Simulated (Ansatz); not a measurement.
Fe₂Pt⁺. Charge 1, multiplicity 6. Geometry r2SCAN-D4/def2-TZVP, that of the neutral septet; atoms count from 1.

```xyz
3

Fe    0.962   -0.633   -0.556
Fe   -0.956    0.347   -0.829
Pt   -0.006    0.287    1.385
```

In the def2 sets Pt takes a core potential; there is no spin–orbit coupling. The charge 1 sextet is spin-contaminated (final ⟨S²⟩ up to 9.89, 8.75 for a pure state). At PBE0-D4/def2-TZVP a octet of charge 1 lies 1.19 eV below the sextet at the same geometry. The structure comes from a short search, and lower isomers may exist.

**Question.** Estimate the Mulliken populations from the PBE0/def2-TZVP orbitals of Ansatz.

**Answer.** 
| atom | charge (e) | spin (α − β) | d electrons |
| --- | --- | --- | --- |
| Fe1 | 0.44 | 1.91 | 6.64 |
| Fe2 | 0.45 | 3.39 | 6.55 |
| Pt3 | 0.11 | -0.30 | 9.01 |
Mulliken values and Mayer orders depend strongly on the basis.

**Question.** Where does the spin sit?

**Answer.** Summed by element: Fe 5.30, Pt -0.30, of 5 unpaired in all. Largest on single atoms: Fe2 3.39, Fe1 1.91, Pt3 -0.30.

**Question.** And the Mayer bond orders between bonded heavy atoms (over 0.3)?

**Answer.** Fe1–Fe2 1.13 (2.17 Å); Fe1–Pt3 1.20 (2.36 Å); Fe2–Pt3 0.98 (2.41 Å).
